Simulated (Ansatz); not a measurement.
`NC(S)CS` and `NC(S)O[SiH3]` differ in one atom or group.

Ansatz, PBE0-D4/def2-TZVP geometries, multiplicity 1. Each molecule was computed in one conformer, which needn't be the lowest.

| property | `NC(S)CS` |
| --- | --- |
| HOMO–LUMO gap (PBE0/def2-TZVPP) / eV | 6.91 |
| HOMO–LUMO gap (PBE/def2-TZVPP) / eV | 4.74 |
| LUMO energy (B3LYP/def2-TZVPP) / eV | -0.17 |
| size of the dipole moment (PBE/def2-TZVPP) / D | 2.06 |
| size of the dipole moment (B3LYP/def2-TZVPP) / D | 2.06 |
| HOMO energy (PBE/def2-TZVPP) / eV | -5.55 |

Q: What does the change do to each property? (Best estimate.)

A: The calculation gave: 
```csv
property,`NC(S)O[SiH3]`,shift
HOMO–LUMO gap (PBE0/def2-TZVPP) / eV,7.25,0.34
HOMO–LUMO gap (PBE/def2-TZVPP) / eV,5.06,0.32
LUMO energy (B3LYP/def2-TZVPP) / eV,-0.18,-0.01
size of the dipole moment (PBE/def2-TZVPP) / D,1.59,-0.47
size of the dipole moment (B3LYP/def2-TZVPP) / D,1.61,-0.45
HOMO energy (PBE/def2-TZVPP) / eV,-5.88,-0.33
```

Dipoles are sizes alone; their direction can turn.

B3LYP here is the variant with VWN-RPA as its local correlation; programs differ in this.
